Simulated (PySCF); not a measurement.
Te(SeH)(OSiH3), SMILES [SiH3]O[Te][SeH], CAM-B3LYP/def2-SVP optimised geometry.

```
8

Te     1.23    -0.61     1.45
Se     1.12     1.87     1.13
H      2.18     1.97     0.11
O      0.03    -1.25     0.00
Si    -1.64    -1.25     0.00
H     -2.18    -1.97     1.19
H     -2.07    -1.96    -1.24
H     -2.18     0.13     0.00
```

Density from CAM-B3LYP/def2-TZVP, def2 effective core potentials past Kr (PySCF) at that geometry. The core electrons that the potentials of Te replace are not part of the density.

Minimum of the electron density along straight lines between bonded atoms, close to the bond critical point (lines longer than 1.1 times the sum of covalent radii, or with two minima, are not listed):

```tsv
bond	length / Å	ρ at the minimum / e bohr⁻³	∇²ρ there / e bohr⁻⁵	position (fraction from the first atom)
Te1–Se2	2.506	___	0.00	0.49
Se2–H3	1.473	___	-0.34	0.63
Te1–O4	1.992	0.121	0.32	0.51
O4–Si5	1.667	0.132	___	0.59
Si5–H6	1.492	0.122	0.13	0.49
Si5–H7	1.485	0.124	0.14	0.49
Si5–H8	1.490	0.123	0.13	0.49
```

Task: Fill in the missing entries.

Result: 
- Te1–Se2, ρ at the minimum / e bohr⁻³: 0.089
- Se2–H3, ρ at the minimum / e bohr⁻³: 0.177
- O4–Si5, ∇²ρ there / e bohr⁻⁵: 0.73
